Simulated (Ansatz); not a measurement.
`C[Si]([SiH3])Br` radical at its PBE0-D4/def2-TZVP geometry, where that method's forces vanish. The species carries charge 0 and has multiplicity 2.

```xyz
10

C    -0.6544    1.3735    0.9295
Si   -0.3812    0.5063   -0.7086
Si    1.1250   -1.2801   -0.6477
Br   -2.3512   -0.2747   -1.4334
H     0.2958    1.7600    1.3073
H    -1.0679    0.6781    1.6654
H    -1.3493    2.2073    0.8130
H     1.2272   -1.8679   -2.0074
H     0.6969   -2.3355    0.3131
H     2.4591   -0.7670   -0.2313
```

Question: What forces (eV/Å) does ωB97M-V/def2-TZVPP give on these atoms in Ansatz? (An estimate is asked.)

Answer: The calculation gave: 
```
C1  -0.018  0.014  0.044
Si2  0.068  0.010 -0.024
Si3  0.076 -0.112  0.016
Br4 -0.007 -0.010  0.020
H5  -0.075 -0.026 -0.022
H6   0.025  0.051 -0.049
H7   0.053 -0.063  0.018
H8  -0.016  0.074  0.155
H9   0.050  0.114 -0.108
H10 -0.156 -0.052 -0.049
```
